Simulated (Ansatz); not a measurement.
Name a neutral molecule of B, C, S, Si and H with LUMO energy (PBE0/def2-TZVPP) between -3.20 and -2.90 eV and HOMO–LUMO gap (ωB97M-V/def2-TZVPP) between 8.30 and 8.60 eV (Ansatz, PBE0-D4/def2-TZVP geometry).

`[SiH3][SiH2]BC=S` (-3.00 eV, 8.50 eV); `BC([SiH3])=S` (-3.16 eV, 8.55 eV). Other molecules can fit too; these were computed, each in one conformer that needn't be the lowest.
